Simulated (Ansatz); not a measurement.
Frontier orbitals of CH4AlNO, SMILES `[OH][Al]1[CH2][NH]1`.

```xyz
8

O    -0.3834   -1.1632   -2.1272
Al   -0.1367   -0.3169   -0.6960
C    -0.0407    1.1028    0.5631
N     0.3242   -0.3245    0.9565
H    -0.2512   -2.1006   -2.2530
H     0.7852    1.8177    0.5945
H    -0.9189    1.5129    1.0679
H     0.6214   -0.5282    1.8941
```

The species carries charge 0 and has multiplicity 1. The structure was optimised at the PBE0-D4/def2-TZVP level. It is one conformer, not always the lowest. Basis def2-TZVPP, Ansatz.

| functional | HOMO (eV) | LUMO (eV) | gap (eV) |
| --- | --- | --- | --- |
| LDA (SPW92) | -5.20 | -1.94 | 3.26 |
| PBE | -5.05 | -1.72 | 3.33 |
| revPBE | -4.99 | -1.60 | 3.39 |
| B97M-V | -5.31 | -1.54 | 3.77 |
| PBE0 | -6.36 | -0.87 | 5.49 |
| r2SCANh | -5.76 | -1.01 | 4.75 |
| ωB97M-V | -8.70 | 0.77 | 9.47 |

From PBE to PBE0 the HOMO moves by −1.31 eV and the LUMO by +0.85 eV, and with ωB97M-V by −3.65 and +2.49 eV, so the gap grows from 3.33 to 9.47 eV with exact exchange. A positive LUMO is unbound and depends on the basis.
